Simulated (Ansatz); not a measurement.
`[SiH]Br`, relaxed with RKS PBE-D4/def2-SVP in Ansatz 0.2.0 from a rough embedded geometry. The force threshold is 0.03 eV/Å; the program also tests the step.

The species carries charge 0 and has multiplicity 1.

Start:

```xyz
3

Si    0.118    0.421    0.535
Br   -1.343    0.117   -1.034
H     1.225   -0.538    0.499
```

Question: How much energy does the relaxation release, and in how many steps? (Estimate.)

Answer: The calculation gave: 37.48 kJ/mol, in 3 steps.

Question: Which bonds change most? (Best estimate.)

Answer: Computed: Si1–Br2 from 2.165 to 2.272 Å; Si1–H3 from 1.466 to 1.551 Å.

Question: Give the relaxed structure. (Estimate.)

Answer: Ansatz gave: 
```xyz
3

Si    0.127    0.552    0.679
Br   -1.259    0.036   -1.046
H     1.131   -0.588    0.367
```
